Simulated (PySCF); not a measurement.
Job file and geometry (Å, from GFN2-xTB) of an NMR shielding run on `[SiH2](C)O[Si@H](C)O`, C2H10O2Si2, GIAO PBE0/pcSseg-1 NMR shielding, non-relativistic, gas phase (PySCF); density fitting, a coarse starting grid and PySCF grid level 2 are the driver's defaults:

```
$ OMP_NUM_THREADS=1 python probes_run.py task.json out

{"job": {"kind": "nmr", "xc": "PBE0", "basis": "pcSseg-1"}, "charge": 0, "multiplicity": 1}
C     -2.934290     0.060668     0.395910
Si    -1.331391    -0.948469     0.310317
O     -0.142093     0.090339    -0.046019
Si     1.376381     0.641230    -0.244440
C      2.647294    -0.499204     0.560748
O      1.515652     2.071387     0.513232
H     -3.776894    -0.576753     0.645844
H     -2.876151     0.840139     1.151260
H     -3.156096     0.540309    -0.553749
H     -1.375405    -1.946160    -0.762334
H     -1.029506    -1.571904     1.602518
H      1.523455     0.790873    -1.690520
H      3.646768    -0.083785     0.489422
H      2.656173    -1.473378     0.082010
H      2.426859    -0.649279     1.613767
H      0.821647     2.722931     0.455590
```

Problem. What does the program print?

Solution. 
```
coarse grid: 13792 points
cycle   1  E = -811.0058917807  dE =  5.061e-01  |g| = 1.048e+00  |ddm| = 3.496e+00
cycle   2  E = -810.7734594024  dE =  2.324e-01  |g| = 1.527e+00  |ddm| = 1.932e+00
cycle   3  E = -811.2025794239  dE = -4.291e-01  |g| = 1.304e-01  |ddm| = 1.334e+00
cycle   4  E = -811.2056233729  dE = -3.044e-03  |g| = 5.126e-02  |ddm| = 1.247e-01
cycle   5  E = -811.2061721093  dE = -5.487e-04  |g| = 1.374e-02  |ddm| = 4.307e-02
cycle   6  E = -811.2062015135  dE = -2.940e-05  |g| = 4.031e-03  |ddm| = 1.128e-02
cycle   7  E = -811.2062048173  dE = -3.304e-06  |g| = 4.095e-04  |ddm| = 3.335e-03
final grid: 122408 points
cycle   8  E = -811.2607323305  dE = -1.698e-05  |g| = 1.056e-02  |ddm| = 1.648e-02
cycle   9  E = -811.2607112776  dE =  2.105e-05  |g| = 1.493e-02  |ddm| = 1.661e-02
cycle  10  E = -811.2607542372  dE = -4.296e-05  |g| = 1.145e-03  |ddm| = 1.005e-02
cycle  11  E = -811.2607544935  dE = -2.564e-07  |g| = 1.812e-04  |ddm| = 9.340e-04
cycle  12  E = -811.2607544987  dE = -5.165e-09  |g| = 8.357e-05  |ddm| = 1.689e-04
cycle  13  E = -811.2607544998  dE = -1.087e-09  |g| = 2.287e-05  |ddm| = 6.842e-05
cycle  14  E = -811.2607544999  dE = -9.845e-11  |g| = 2.860e-06  |ddm| = 1.838e-05
converged SCF energy = -811.2607544999

GIAO shielding tensors (ppm)
atom      isotropic    diamagn.    paramagn.     s11        s22        s33       span
  0 C      186.518     254.271     -67.753    173.231    189.791    196.532     23.301
  1 Si     376.931     881.683    -504.751    325.699    379.424    425.671     99.972
  2 O      269.892     402.348    -132.456    229.464    265.025    315.187     85.723
  3 Si     375.096     881.041    -505.945    345.215    372.961    407.111     61.896
  4 C      186.916     256.016     -69.100    179.898    184.319    196.531     16.633
  5 O      278.751     389.044    -110.293    238.320    296.071    301.862     63.542
  6 H       31.937      28.354       3.584     28.006     28.131     39.675     11.668
  7 H       31.229      31.818      -0.589     27.225     29.288     37.173      9.949
  8 H       31.162      31.501      -0.339     27.254     28.935     37.297     10.043
  9 H       26.541      30.738      -4.197     22.606     25.578     31.440      8.834
 10 H       26.482      31.148      -4.666     22.423     26.044     30.978      8.555
 11 H       26.621      30.776      -4.155     23.148     24.377     32.337      9.189
 12 H       31.501      28.326       3.175     27.114     28.666     38.722     11.609
 13 H       31.839      31.970      -0.131     27.662     29.548     38.306     10.644
 14 H       31.382      32.156      -0.775     27.496     29.239     37.409      9.913
 15 H       29.764      32.971      -3.207     21.628     25.131     42.534     20.906
```

Size and cost of the density-fitted run: 166 basis functions, 25 s wall time on 1 thread of an Arm Neoverse V1, shared host; peak memory 0.74 GiB.
